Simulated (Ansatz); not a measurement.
One change: `N#CC(F)(F)F` becomes `[F][SnH2][C](F)(F)F`.

Ansatz, PBE0-D4/def2-TZVP geometries, multiplicity 1. 

Elements past krypton have def2 core potentials.

```tsv
property	`N#CC(F)(F)F`
size of the dipole moment (PBE/def2-TZVPP) / D	1.48
HOMO–LUMO gap (PBE0/def2-TZVPP) / eV	10.34
zero-point energy (PBE0-D4/def2-TZVP) / kJ/mol	60.4
LUMO energy (B3LYP/def2-TZVPP) / eV	-1.09
ideal-gas entropy at 298 K and 1 bar (rigid rotor, harmonic PBE0-D4/def2-TZVP) / J/(mol·K)	298
HOMO–LUMO gap (PBE/def2-TZVPP) / eV	7.71
```

Problem. What does the change do to each property? (An estimate is asked.)

Solution. Computed: 
```tsv
property	`[F][SnH2][C](F)(F)F`	shift
size of the dipole moment (PBE/def2-TZVPP) / D	2.65	1.17
HOMO–LUMO gap (PBE0/def2-TZVPP) / eV	8.05	-2.29
zero-point energy (PBE0-D4/def2-TZVP) / kJ/mol	76.7	16.3
LUMO energy (B3LYP/def2-TZVPP) / eV	-1.38	-0.29
ideal-gas entropy at 298 K and 1 bar (rigid rotor, harmonic PBE0-D4/def2-TZVP) / J/(mol·K)	380	82
HOMO–LUMO gap (PBE/def2-TZVPP) / eV	5.76	-1.95
```

With PBE0 the HOMO rises by 1.98 eV and the LUMO falls by 0.30 eV, so the gap narrows by about 2.28 eV. PBE moves the HOMO by 1.97 eV and ωB97M-V by 2.14 eV. The zero-point energy changes by 16.3 kJ/mol with +6 modes. Dipoles are sizes alone; their direction can turn. Modes under 60 cm⁻¹, often nearly free rotors, make the harmonic entropy too high.

B3LYP here is the variant with VWN-RPA as its local correlation; programs differ in this.
